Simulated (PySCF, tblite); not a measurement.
Isomers of C7H12NP. All values are computed: GFN2-xTB (tblite) harmonic vibrations without scaling, gas phase. The method is semi-empirical: single wavenumbers can be off by several per cent or more. One conformer each.

Electronic energies: PBE0-D3(BJ)/def2-SVP at its own geometries (PySCF, gas phase).

```tsv
SMILES	electronic energy, lowest = 0 (kcal/mol)
Cc1cn(C(C)C)cp1	0.0
CCc1cn(CC)cp1	1.5
Cc1cc(C)p(N)c1C	8.9
```

Question: How do GFN2-xTB zero-point energies change the relative energies?

Answer: 
| SMILES | ZPE (kcal/mol) | of it from modes above 1550 cm⁻¹ | electronic (kcal/mol) | with ZPE, lowest = 0 (kcal/mol) | lowest mode (cm⁻¹) | rings |
| --- | --- | --- | --- | --- | --- | --- |
| Cc1cn(C(C)C)cp1 | 110.3 | 52.1 | 0.0 | 0.0 | 41 | 1 |
| CCc1cn(CC)cp1 | 110.7 | 51.9 | 1.5 | 1.9 | 26 | 1 |
| Cc1cc(C)p(N)c1C | 107.8 | 57.4 | 8.9 | 6.4 | 47 | 1 |

The zero-point energies span 2.9 kcal/mol, from `Cc1cc(C)p(N)c1C` to `CCc1cn(CC)cp1`. The order is unchanged.

Question: And how do the electronic energies of GFN2-xTB itself compare?

Answer: `Cc1cn(C(C)C)cp1` 0.0; `CCc1cn(CC)cp1` 1.4; `Cc1cc(C)p(N)c1C` 17.1 kcal/mol, lowest = 0. Against the energies above, taken from the same isomer `Cc1cn(C(C)C)cp1`, the largest difference is 8.2 kcal/mol. The two levels were optimised apart and needn't hold the same conformer.

Question: What do entropy and thermal enthalpy add at 298.15 K and 1 bar (rigid rotor, harmonic oscillator, one conformer each)?

Answer: 
```json
{"SMILES": "Cc1cn(C(C)C)cp1", "point group": "Cs", "symmetry number": "1", "S (cal/(mol K))": "101.4", "H − H(0) (kcal/mol)": "7.19", "ZPE + H − H(0) − TS (kcal/mol)": "87.3"}
{"SMILES": "CCc1cn(CC)cp1", "point group": "C1", "symmetry number": "1", "S (cal/(mol K))": "102.0", "H − H(0) (kcal/mol)": "7.05", "ZPE + H − H(0) − TS (kcal/mol)": "87.4"}
{"SMILES": "Cc1cc(C)p(N)c1C", "point group": "C1", "symmetry number": "1", "S (cal/(mol K))": "106.5", "H − H(0) (kcal/mol)": "8.02", "ZPE + H − H(0) − TS (kcal/mol)": "84.0"}
```
